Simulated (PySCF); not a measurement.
Te(F)(OMe) (CH3FOTe), SMILES F[Te]OC.

Geometry: B3LYP-D3(BJ)/def2-SVP. The def2 effective core potentials stand for the cores of Te; spin–orbit coupling is left out. Other conformers were not sampled.

Method: PySCF with ωB97X/def2-TZVP.

Isolated molecule, no solvent.

Estimate the frontier levels, gap, dipole moment and polarisability. (Estimate from the structure and the level; the computed values follow.)


- highest occupied level: -8.73 eV
- lowest empty level: -0.22 eV
- orbital gap: 8.50 eV
- dipole moment: 2.52 D
- quadrupole, principal values (traceless, Buckingham form, about the centre of nuclear charge): -5.87, -3.03, 8.90 D·Å
- mean static polarisability: 50.1 bohr³ (7.43 Å³)
- polarisability, principal values: 40.4, 46.5, 63.4 bohr³
